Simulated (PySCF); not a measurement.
[CrCl4]2-: Cr(II) (d4), charge -2. The structure is a model geometry with rigid ligands and bond lengths from ionic radii, not a minimum; coordination tetrahedral, point group Td, metal–donor distances 2.39 Å.

Method (PySCF 2.14, density fitting): CASSCF(4,5) with orbitals averaged over all microstates of the shell, strongly contracted NEVPT2 on the averaged canonical orbitals; basis x2c-TZVPall on the metal, x2c-SVPall elsewhere; spin-free X2C; IEF-PCM water; spin-orbit coupling by state interaction with the mean-field operator over all roots.

CASSCF energies above the lowest CASSCF root:

```
state  CASSCF / cm⁻¹
  5T2              0
   5E           3092
  3T1          16773
  3T2          17955
  3T1          19226
   3E          20220
  3T1          21407
  3T2          21650
  3T1          23116
  1A1          23193
  3T2          23499
  3A2          23544
   3E          24396
  1T1          25197
  3A1          26293
  3T1          26418
  1T2          27111
   1E          28390
  1A1          29084
  1T1          30157
  3T2          30230
   3E          32207
```

How does dynamic correlation (SC-NEVPT2) move these states?


| state | NEVPT2 / cm⁻¹ | shift / cm⁻¹ |
| --- | --- | --- |
| 5T2 | 0 | 0 |
| 5E | 3583 | +491 |
| 3T1 | 15048 | -1725 |
| 3T2 | 16721 | -1234 |
| 3T1 | 17860 | -1366 |
| 3E | 19359 | -861 |
| 3T1 | 19457 | -1950 |
| 3T2 | 19292 | -2358 |
| 3T1 | 21478 | -1638 |
| 1A1 | 19873 | -3320 |
| 3T2 | 21364 | -2135 |
| 3A2 | 21472 | -2072 |
| 3E | 22321 | -2075 |
| 1T1 | 22724 | -2473 |
| 3A1 | 24258 | -2035 |
| 3T1 | 24735 | -1683 |
| 1T2 | 25546 | -1565 |
| 1E | 25667 | -2724 |
| 1A1 | 26242 | -2842 |
| 1T1 | 27445 | -2711 |
| 3T2 | 25848 | -4382 |
| 3E | 28155 | -4053 |

The ground state is orbitally degenerate in this regular structure, which would distort (Jahn–Teller). NEVPT2 lifts 5E from 3092 to 3583 cm⁻¹; on the d shell alone such lifts tend to overshoot. Gaps between spin states lean to high spin in this active space.
